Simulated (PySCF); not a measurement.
Here is a computed GFN2-xTB geometry (Å):
```
atom  x, y, z in Å
C1    -2.1091   -1.0127   -0.0119
C2    -0.6691   -0.6004   -0.0194
C3     0.3336   -1.5562   -0.0953
C4     1.6711   -1.2056   -0.1040
C5     2.0174    0.1339   -0.0335
S6     3.7077    0.6628   -0.0333
C7     1.0262    1.1024    0.0397
C8    -0.3136    0.7515    0.0467
C9    -1.3655    1.8142    0.1265
H10   -2.6110   -0.6407    0.8808
H11   -2.1999   -2.0958   -0.0345
H12   -2.6287   -0.6038   -0.8786
H13    0.0671   -2.6023   -0.1499
H14    2.4328   -1.9701   -0.1643
H15    4.2362   -0.5571   -0.1112
H16    1.3132    2.1424    0.0921
H17   -2.0376    1.7532   -0.7288
H18   -0.9150    2.8031    0.1438
H19   -1.9656    1.6906    1.0277
```

Neutral, closed shell.

Q: Which heavy atoms are bonded, and with what formal order?

A: C1–C2 1.50 Å (single); C2–C3 1.39 Å (aromatic); C3–C4 1.38 Å (aromatic); C4–C5 1.39 Å (aromatic); C5–S6 1.77 Å (single); C5–C7 1.39 Å (aromatic); C7–C8 1.39 Å (aromatic); C8–C9 1.50 Å (single); C2–C8 1.40 Å (aromatic). Bonds to hydrogen (Å): C1–H10 1.09; C1–H11 1.09; C1–H12 1.09; C3–H13 1.08; C4–H14 1.08; S6–H15 1.33; C7–H16 1.08; C9–H17 1.09; C9–H18 1.09; C9–H19 1.09.

Q: Write the SMILES.

A: `Cc1ccc(S)cc1C`, C8H10S, 3,4-dimethylbenzenethiol. Among its features: benzene ring and thiol.

Q: Which rings does it hold (smallest set)?

A: C2–C3–C4–C5–C7–C8 (6 members, 0.00 Å rms from planarity).

Q: Describe the place of each heavy atom.

A: C1: benzylic-type carbon; C2: substituted aromatic carbon; C3: aromatic CH carbon; C4: aromatic CH carbon; C5: substituted aromatic carbon; S6: thiol sulfur; C7: aromatic CH carbon; C8: substituted aromatic carbon; C9: benzylic-type carbon.

Q: What is the arrangement about C1?

A: It has 4 neighbours (C2, H10, H11, H12) and is tetrahedral (angles from 107.7° to 110.8°).

Q: What is the arrangement about C8?

A: It has 3 neighbours (C7, C9, C2) and is planar (angles 120.6°, 120.0° and 119.4°, sum 360.0°, 0.00 Å off the plane of its three neighbours).
